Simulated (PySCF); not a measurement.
## Spinor energies of Mn²²⁺ (manganese, charge +22)

Start: [He] 2s1; 2s1/2 filled at m_j = +1/2. Calculated with PySCF 2.14 in an uncontracted even-tempered set (17 s from 6.1 bohr⁻², ratio 2.4; 11 p from 7.9 bohr⁻², ratio 2.4; 5 d from 24 bohr⁻², ratio 2.6; 4 f from 37 bohr⁻², ratio 2.6): generalised Hartree-Fock with the X2C-1e Hamiltonian and a Gaussian nucleus; one run each with spin-orbit coupling (SO) switched off, then screened by Boettger's factors.

```json
{"spinor shell": "1s1/2", "electrons": "2", "ε, spin-free (eV)": "-8016.4", "ε, screened SO (eV)": "-8016.4", "weight of nominal j (screened SO)": "1.000", "rms radius, screened SO (bohr)": "0.0695"}
{"spinor shell": "2s1/2", "electrons": "1", "ε, spin-free (eV)": "-1880.3", "ε, screened SO (eV)": "-1880.3", "weight of nominal j (screened SO)": "1.000", "rms radius, screened SO (bohr)": "0.270"}
```

```csv
quantity,spin-free,screened SO
E (hartree),-683.57952,-683.57952
M_J,1/2,1/2
⟨J²⟩,0.750,0.750
⟨L²⟩,0.000,0.000
⟨S²⟩,0.750,0.750
```

Each row is a mean over spinors that exchange with the open shell spreads, by up to 14.489 eV (1s1/2).

Without spin-orbit coupling the j labels of p, d and f shells carry no meaning; the spin-free column gives the mean over the occupied spinors of each nl shell.
